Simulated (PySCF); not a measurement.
These 2 structures share the formula BH8NPbSi. Method: PBE0-D3(BJ)/def2-SVP geometry optimisation, gas phase, def2 core potentials past Kr (PySCF 2.14.0). One conformer each; no zero-point energy, no entropy. No frequencies were run at this level. Point groups hold within 0.08 Å.

Question: Rank from lowest to highest electronic energy at this level (kJ/mol).
A. `[BH2:1][PbH2:2][NH:3][SiH3:4]` with H–B1–Pb2–N3 -10° and 171°, B1–Pb2–N3–Si4 -29°
B. `B[N]([SiH3])[PbH3]`

Answer: B (0.0), A (154.5).

As drawn, the lower has a B–N bond, which the higher lacks; the higher has an N–H bond, which the lower lacks.

| SMILES | E (Eh) | E rel (kJ/mol) | dipole (D) | point group | A, B, C (MHz) |
| --- | --- | --- | --- | --- | --- |
| B[N]([SiH3])[PbH3] | -566.35862 | 0.0 | 2.52 | near Cs | 5706, 1258, 1062 |
| [BH2][PbH2][NH][SiH3] | -566.29979 | 154.5 | 2.15 | C1 | 5348, 1307, 1093 |
